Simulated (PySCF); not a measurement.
C₅H₅F, SMILES C=C=CC(=C)F. Atoms are numbered in the order given.

```xyz
11

C     -0.1103    -2.6636     0.0000
C      0.3533    -1.4353     0.0000
C      0.8340    -0.1982     0.0000
C      0.0075     1.0073     0.0000
C      0.4632     2.2774     0.0000
F     -1.3201     0.7690     0.0000
H     -0.3179    -3.2015    -0.9421
H     -0.3179    -3.2015     0.9421
H      1.9266    -0.0383     0.0000
H     -0.2387     3.1219     0.0000
H      1.5430     2.4732     0.0000
```
Charge 0, spin multiplicity 1.

The structure is a stationary point at PBE-D3(BJ)/def2-SVP. This is a generated structure with no PubChem entry under its InChIKey; it may be hypothetical. The values are those of a single conformer.

Computed with PySCF with PBE/pcSseg-1.

GIAO shieldings, no solvent; atoms listed in one row are averaged. δ = σ(ref) − σ: ¹³C against TMS (σ = 182.0 ppm); ¹⁹F against CFCl3 (σ = 133.6 ppm); ¹H against TMS (σ = 31.49 ppm), references at their B3LYP-D3(BJ)/def2-TZVP geometries, non-relativistic.

Estimate the chemical shifts. (An estimate is asked for; the answer gives what the named calculation found.)


| nucleus | atoms | count | δ (ppm) |
|---|---|---|---|
| ¹³C | C2 | 1 | 225.9 |
| ¹³C | C4 | 1 | 171.2 |
| ¹³C | C5 | 1 | 99.8 |
| ¹³C | C3 | 1 | 97.8 |
| ¹³C | C1 | 1 | 87.4 |
| ¹⁹F | F6 | 1 | -115.8 |
| ¹H | H9 | 1 | 6.18 |
| ¹H | H7, H8 | 2 | 5.85 |
| ¹H | H10 | 1 | 5.17 |
| ¹H | H11 | 1 | 4.90 |
